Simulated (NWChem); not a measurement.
# Polarisability of isocyanic acid (CHNO)

SMILES: O=C=N
```xyz
4

N      1.1600    -0.0732     0.0000
C     -0.0468     0.0195     0.0000
O     -1.2104    -0.0341     0.0000
H      1.8440     0.6681     0.0000
```
Charge 0, spin multiplicity 1.

All runs are NWChem calculations. Structure: optimised with PBE0/def2-SVP, a minimum by its harmonic frequencies.

Basis set: 6-31G*. The field's frequency is 0.0428 Ha (1065 nm). This basis has no diffuse functions, which lowers polarisabilities.

The correlated methods keep 3 core orbitals frozen. B3LYP has NWChem's definition, with VWN1-RPA local correlation. The Pople sets run with spherical d functions. No row is a measurement; the coupled-cluster row has its own basis-set and correlation limits.

| method | isotropic polarisability (bohr³) |
|---|---|
| HF | 15.75 |
| PBE | [?] |
| CCSD linear response | [?] |
| B3LYP | [?] |
| BHandHLYP | [?] |

What belongs in the gaps?


- PBE, isotropic polarisability (bohr³): 16.42
- CCSD linear response, isotropic polarisability (bohr³): 17.11
- B3LYP, isotropic polarisability (bohr³): 16.24
- BHandHLYP, isotropic polarisability (bohr³): 16.03
